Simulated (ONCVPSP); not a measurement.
## Logarithmic derivatives: Pt, ONCV

```json
{
  "Element": "platinum",
  "Generator": "ONCVPSP 4.0.1",
  "Type": "optimised norm-conserving Vanderbilt (ONCV)",
  "Functional": "PBEsol",
  "Relativity": "fully relativistic",
  "Frozen core": "[Kr] 4d10 4f14",
  "Valence charge": "18",
  "Reference configuration": "5s2 5p6 5d9 6s1",
  "Partial waves": "5s+6s: rc 1.65 bohr, ncon 4, nbas 8, qcut 8.1 1/bohr, 2 projectors; 5p: rc 1.05 bohr, ncon 4, nbas 7, qcut 7.8 1/bohr, 2 projectors, debl 2.7 Ha; 5d: rc 1.75 bohr, ncon 4, nbas 8, qcut 7.6 1/bohr, 2 projectors, debl 1.9 Ha; f scattering state at 0.03 Ha: rc 1.75 bohr, ncon 3, nbas 7, qcut 5.5 1/bohr, 2 projectors, debl 1.6 Ha",
  "Local potential": "polynomial inside 0.95 bohr (lpopt 5, dvloc0 0 Ha)",
  "Core correction": "Teter function, fcfact 1.75, rcfact 1.65"
}
```

Open shells are filled in proportion to 2j + 1.

The phase is arctan(r·R′/R) of the radial function R(r), unwrapped; energies in Ha, scanned from -5 to 5 Ha. A pole is an energy at which the radial function vanishes at the test radius. The pseudo phase is shifted by a multiple of π to meet the all-electron one at the reference energy, and phase errors are pseudo minus all-electron; the curves can meet again beyond the range given. Levels narrower than the energy grid can be missing from the lists of poles.

Problem. For each channel, where are the poles, and over which energies does the pseudopotential scatter like the atom?

Solution.

```csv
channel,radius (bohr),reference energy (Ha),"poles, all-electron","poles, pseudo",unbroken range about the reference energy with phases within 0.05 rad,phase error 1 Ha above the reference energy (rad)
s,1.67,-0.21,-3.45,-3.45,the whole range,+0.007
p3/2,1.07,-1.91,none,none,the whole range,-0.000
p1/2,1.07,-2.46,3.38,3.37,the whole range,-0.000
d5/2,1.78,-0.21,0.98,0.98,the whole range,-0.000
d3/2,1.78,-0.26,0.84,0.84,the whole range,-0.000
f7/2,1.78,0.03,"-2.49, 3.98",3.85,-2.4 to 4.7,-0.000
f5/2,1.78,0.03,"-2.62, 3.93",3.84,-2.5 to 4.9,-0.000
```

Note: no bound ghost flagged; GHOST(+) flagged for s at 3.6 eV, p3/2 at 279.9 eV.

Phases in the p3/2 channel:

```tsv
E (Ha)	all-electron	pseudo
-4.96	0.542	0.540
-4.72	0.447	0.444
-4.48	0.337	0.335
-4.24	0.215	0.213
-4.00	0.082	0.080
-3.76	-0.059	-0.061
-3.52	-0.203	-0.204
-3.28	-0.344	-0.345
-3.04	-0.478	-0.478
-2.80	-0.599	-0.599
-2.56	-0.708	-0.708
-2.32	-0.803	-0.803
-2.08	-0.886	-0.886
-1.84	-0.959	-0.959
-1.60	-1.021	-1.021
-1.36	-1.076	-1.076
-1.12	-1.124	-1.124
-0.88	-1.166	-1.166
-0.64	-1.204	-1.204
-0.40	-1.237	-1.237
-0.16	-1.266	-1.266
0.08	-1.293	-1.293
0.32	-1.317	-1.317
0.56	-1.339	-1.339
0.80	-1.359	-1.359
1.04	-1.377	-1.377
1.28	-1.394	-1.394
1.52	-1.410	-1.410
1.76	-1.425	-1.425
2.00	-1.438	-1.438
2.24	-1.451	-1.451
2.48	-1.463	-1.463
2.72	-1.474	-1.474
2.96	-1.485	-1.485
3.20	-1.495	-1.495
3.44	-1.504	-1.505
3.68	-1.514	-1.514
3.92	-1.522	-1.524
4.16	-1.531	-1.532
4.40	-1.539	-1.541
4.64	-1.547	-1.549
4.88	-1.555	-1.557
```
